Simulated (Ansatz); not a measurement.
CH4Cl2OSTi (`C[S][Ti]([OH])([Cl])[Cl]`), relaxed with RKS PBE-D4/def2-SVP in the Gaussian-basis code of Ansatz from a rough embedded geometry. The force threshold is 0.03 eV/Å; the program also tests the step.

The species carries charge 0 and has multiplicity 1.

Start:

```xyz
10

C     0.158   -0.451   -1.670
S     1.495    0.551   -0.829
Ti    0.344    0.459    1.249
O    -1.522    1.045    1.073
Cl    0.257   -1.786    1.996
Cl    1.453    1.748    2.857
H    -0.756    0.108   -1.622
H     0.516   -0.613   -2.711
H     0.097   -1.385   -1.131
H    -2.041    0.325    0.790
```

Task: By how much does the energy fall, and how many steps does the optimiser take? (Estimate.)

Result: Computed: 93.90 kJ/mol, in 16 steps, 2 of them rejected.

Task: Which bonds change most? (Best estimate.)

Result: Ansatz gave: Ti3–O4 from 1.964 to 1.769 Å; Ti3–Cl5 from 2.367 to 2.207 Å; Ti3–Cl6 from 2.341 to 2.196 Å; S2–Ti3 from 2.378 to 2.267 Å.

Task: Give the relaxed structure. (Estimate.)

Result: Ansatz gave: 
```xyz
10

C     0.272   -0.451   -1.728
S     1.465    0.433   -0.638
Ti    0.282    0.372    1.295
O    -1.403    0.693    0.864
Cl    0.381   -1.665    2.139
Cl    1.147    1.867    2.651
H    -0.736   -0.002   -1.646
H     0.642   -0.352   -2.766
H     0.229   -1.523   -1.456
H    -2.278    0.628    1.286
```
